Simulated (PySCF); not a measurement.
## Optical rotation: `InChI=1S/C5H7FSeSi/c1-2-8-5-4(6)3-7-5/h1,4-5H,3,8H2/t4-,5-/m0/s1`

Geometry:
| atom | x (Å) | y (Å) | z (Å) |
| --- | --- | --- | --- |
| C1 | 3.527 | 1.033 | 0.428 |
| C2 | 2.542 | 0.352 | 0.534 |
| Si3 | 1.015 | -0.674 | 0.701 |
| C4 | -0.099 | -0.116 | -0.756 |
| Se5 | -0.705 | 1.781 | -0.590 |
| C6 | -2.181 | 0.601 | 0.001 |
| C7 | -1.533 | -0.611 | -0.650 |
| F8 | -1.650 | -1.755 | 0.117 |
| H9 | 4.391 | 1.627 | 0.335 |
| H10 | 0.347 | -0.374 | 1.969 |
| H11 | 1.309 | -2.097 | 0.516 |
| H12 | 0.364 | -0.302 | -1.725 |
| H13 | -3.165 | 0.879 | -0.369 |
| H14 | -2.186 | 0.521 | 1.088 |
| H15 | -1.980 | -0.855 | -1.620 |

Computed with PySCF, TDDFT PBE0/aug-cc-pVDZ circular dichroism and optical rotation, one conformer, gas phase. Geometry: GFN2-xTB.

The molecule is flexible and this is one conformer; a measurement averages over conformers. The calculation is non-relativistic, which matters for the atoms heavier than Zn.

Stereocentres: C4 R, C7 S.

(1) Give the optical rotatory dispersion at 633, 589.3, 546, 436, 405, 365, 355 nm.

## Answers

(1) [α] in deg dm⁻¹ (g/mL)⁻¹:
| λ (nm) | origin-invariant length gauge | modified velocity gauge | length gauge (centre of mass) | isotropic polarisability (au) |
| --- | --- | --- | --- | --- |
| 633 | -211.1 | -203.1 | -211.6 | 113.2 |
| 589.3 | -244.0 | -234.3 | -244.5 | 113.8 |
| 546 | -283.7 | -271.9 | -284.3 | 114.5 |
| 436 | -406.3 | -382.0 | -407.4 | 117.6 |
| 405 | -407.2 | -374.1 | -408.6 | 119.1 |
| 365 | -128.2 | -66.2 | -130.2 | 121.8 |
| 355 | +151.5 | +230.9 | +149.3 | 122.6 |

The shortest wavelength is close to the first absorption, where this undamped response comes out too large.

Problem. And for the mirror image at 589.3 nm?

Solution. +244.0 deg dm⁻¹ (g/mL)⁻¹ (origin-invariant length gauge): the same size and the opposite sign.

Problem. What is the molar rotation [Φ] = [α]·M/100 of the geometry above at 589.3 nm?

Solution. With M = 193.16 g/mol, -471.3 deg cm² dmol⁻¹ (origin-invariant length gauge).

The first excitation lies at 3.86 eV (321 nm) with R = +8.6 × 10⁻⁴⁰ esu² cm² (velocity form).
